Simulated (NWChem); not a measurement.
Atomisation of H$_{4}$PSi

```
Si
H 1 1.5120
H 1 1.5120 2 108.21
P 1 2.2711 2 108.14 3 116.92
H 4 1.4404 1 95.62 2 74.25
H 4 1.4404 5 93.95 1 -96.05
```
Charge 0, spin multiplicity 2.

The numbers come from NWChem runs, not from measurements. The geometry was optimised at UPBE/def2-SVP, a minimum by its harmonic frequencies. It is one conformer; others weren't searched.

Basis set: def2-TZVP. The atomisation energy is electronic alone: no zero-point, thermal, spin-orbit or counterpoise terms. No value is extrapolated to the basis-set limit. Free atoms are single determinants with multiplicities Si 3, P 4, H 2. Correlated methods freeze the same cores in atoms and molecule, 10 orbitals in all.

```json
[
 {"method": "BLYP", "atomisation energy (kcal/mol)": "359.4", "relative cost": "1"},
 {"method": "LC-wPBE (omega 0.3 per bohr)", "atomisation energy (kcal/mol)": "357.4", "relative cost": "9"},
 {"method": "PBE", "atomisation energy (kcal/mol)": "361.7", "relative cost": "under 3"},
 {"method": "HF", "atomisation energy (kcal/mol)": "262.4", "relative cost": "under 3"},
 {"method": "TPSS", "atomisation energy (kcal/mol)": "375.2", "relative cost": "under 3"},
 {"method": "MP2", "atomisation energy (kcal/mol)": "334.6", "relative cost": "3"},
 {"method": "CCSD(T)", "atomisation energy (kcal/mol)": "343.4", "relative cost": "10"},
 {"method": "PBE0", "atomisation energy (kcal/mol)": "359.0", "relative cost": "under 3"},
 {"method": "B3LYP", "atomisation energy (kcal/mol)": "363.3", "relative cost": "under 3"}
]
```

The values span 112.8 kcal/mol, from HF (lowest) to TPSS (highest). Relative cost: rough, from shared machines, SCF included, BLYP = 1. Costs are the molecule's.

B3LYP has NWChem's definition, with VWN1-RPA local correlation. GW and range-separated runs recompute their integrals, the others keep them in memory, which bears on the times. The structure started from a generated list of species. The unpaired electrons of the parent sit in orbitals of symmetry a' (Cs labels of the run); other states weren't searched. The stability of the SCF solutions was not checked. Open-shell Hartree-Fock references start from PBE0 orbitals; any time given for them includes that run. No row is a measurement; the coupled-cluster row has its own basis-set and correlation limits.
